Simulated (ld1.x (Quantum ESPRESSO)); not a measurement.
# barium (Ba): one change to a TM semilocal potential, before and after

| Quantity | Value |
| --- | --- |
| Element | barium |
| Generator | ld1.x (Quantum ESPRESSO) 7.5 |
| Type | norm-conserving Troullier–Martins (semilocal form) |
| Functional | PBE |
| Relativity | scalar-relativistic |
| Frozen core | [Xe] |
| Valence charge | 2 |
| Reference configuration | 5d0 6s2 6p0 |
| Partial waves | 6s (bound): rc 3.95 bohr; 6p (bound, empty): rc 3.70 bohr; 5d (bound, empty): rc 3.55 bohr |
| Local potential | the d channel |
| Core correction | none |

All-electron outer shells of the reference configuration (PBE, scalar-relativistic, ld1.x):

```csv
shell,level (eV),outermost node (bohr),outermost maximum (bohr)
5s,-33.67,0.80,1.47
5p,-18.74,0.86,1.67
6s,-3.23,1.97,4.16
5d,-2.02,1.00,2.49
6p,-1.24,2.36,5.40
```

Change: core correction a·sin(br)/r model core inside 2.96 bohr.

Cutoffs: the cutoffs (Ry, on a coarse ladder) from which the occupation-weighted sum of valence levels, in a spherical-Bessel basis at the reference potential, stays within 10 and 1 mRy of its value at 400 Ry; they do not see the model core or the augmentation charge, which bear on the density cutoff. Errors are all-electron minus pseudo energies relative to the spin-unpolarised reference configuration.

What does the change do?

Both files are so soft that the ladder of cutoffs tells neither apart; of the 7 tests that both files solve, the error grows in 0 and shrinks in 5 by more than 15 % and 0.3 meV (median size 117.2 → 11.1 meV); neither file shows a bound ghost. Exchange and correlation are not linear in the density, so unscreening with the valence charge alone errs where core and valence overlap; a model core restores that term. A semilocal file is local in each channel, so a ghost entry of none says nothing of the separable form that plane-wave codes build from it. A model core, the more so a compact one, raises the density cutoff, which this test does not measure.

| quantity | base | changed |
| --- | --- | --- |
| cutoff, loose | 6 Ry | 6 Ry |
| cutoff, tight | 6 Ry | 6 Ry |
| bound ghosts | none | none |
| error for 5d0 6s1 6p0, meV [ΔE 5.36 eV] | +5.6 | -4.8 |
| error for 5d0 6s1.5 6p0, meV [ΔE 2.14 eV] | -0.7 | -0.7 |
| error for 5d0 6s1 6p1, meV [ΔE 2.03 eV] | +51 | -1.3 |
| error for 5d0 6s0 6p1, meV [ΔE 7.96 eV] | +400 | +37 |
| error for 5d0.5 6s1.5 6p0, meV [ΔE 0.64 eV] | +117 | -11 |
| error for 5d1 6s0 6p0, meV [ΔE 6.04 eV] | +485 | -47 |
| error for 5d1 6s1 6p0, meV [ΔE 1.33 eV] | +295 | -37 |
| s: phases at 4.29 bohr within 0.05 rad from the reference energy up to (Ry; the scan ends near 5) | 0.9 | 0.9 |
| p: phases at 4.29 bohr within 0.05 rad from the reference energy up to (Ry; the scan ends near 5) | 0.0 | 0.0 |
| d: phases at 4.29 bohr within 0.05 rad from the reference energy up to (Ry; the scan ends near 5) | 3.7 | 3.7 |
